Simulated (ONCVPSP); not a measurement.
# What one change does to a pseudopotential (Ru (Z = 44), ONCV)

* Element: ruthenium (Ru)
* Generator: ONCVPSP 4.0.1
* Type: optimised norm-conserving Vanderbilt (ONCV)
* Functional: PBEsol
* Relativity: scalar-relativistic
* Frozen core: [Ar] 3d10
* Valence charge: 16
* Reference configuration: 4s2 4p6 4d7 (charge +1)
* Partial waves: 4s: rc 1.70 bohr, ncon 3, nbas 7, qcut 9 1/bohr, 2 projectors, debl 3.5 Ha; 4p: rc 1.65 bohr, ncon 4, nbas 8, qcut 10.1 1/bohr, 3 projectors, debl 1.3 Ha; 4d: rc 1.60 bohr, ncon 4, nbas 8, qcut 5.9 1/bohr, 2 projectors, debl 0.9 Ha
* Local potential: polynomial inside 1.25 bohr (lpopt 3, dvloc0 -1 Ha)
* Core correction: none

In the p channel the program set the typed energies aside and used -1.977, 0.250, 1.550 Ha.

All-electron outer shells of the reference configuration (PBEsol, scalar-relativistic, ld1.x):

```csv
shell,level (eV),outermost node (bohr),outermost maximum (bohr)
4s,-83.70,0.48,0.92
4p,-53.81,0.49,0.98
4d,-12.55,0.48,1.21
```

Change: s: rc 2.08. In the s channel the program set the typed energies aside and used -3.076, 0.050 Ha. In the p channel the program set the typed energies aside and used -1.977, 0.250, 1.550 Ha.

Cutoffs: the cutoffs (Ha) at which the residual kinetic energy of the hardest occupied pseudo-wave falls to 1 and 0.1 mHa per electron; they do not see the model core or the augmentation charge, which bear on the density cutoff. Errors are all-electron minus pseudo energies relative to the spin-unpolarised reference configuration.

Question: Predict the effect on cutoff, ghosts and configuration errors.

Answer: The potential gets neither clearly harder nor softer (42 Ha and 88 Ha → 42 Ha and 88 Ha); the d channel sets the loose cutoff, while the largest relative change is in s, which becomes softer; the errors of the 4 common tests hardly move; neither file shows a bound ghost.

| quantity | base | changed |
| --- | --- | --- |
| cutoff, loose | 42 Ha | 42 Ha |
| cutoff, tight | 88 Ha | 88 Ha |
| loose cutoff by channel | s 25 Ha, p 25 Ha, d 42 Ha | s 18 Ha, p 25 Ha, d 42 Ha |
| bound ghosts | none | none |
| GHOST(+) flags under 300 eV | none | none |
| error for 4s2 4p6 4d7 5s1, meV [ΔE -7.30 eV] | +1.8 | +1.6 |
| error for 4s2 4p6 4d6, meV [ΔE 18.18 eV] | +0.2 | +0.2 |
| error for 4s2 4p6 4d5, meV [ΔE 48.79 eV] | +7.9 | +7.9 |
| error for 4s2 4p5 4d7 5s1, meV [ΔE 45.06 eV] | -61 | -54 |
| p: phases at 1.67 bohr within 0.05 rad from the reference energy up to (Ha; the scan ends near 5) | to the end of the scan | to the end of the scan |
| d: phases at 1.62 bohr within 0.05 rad from the reference energy up to (Ha; the scan ends near 5) | 4.2 | 4.2 |
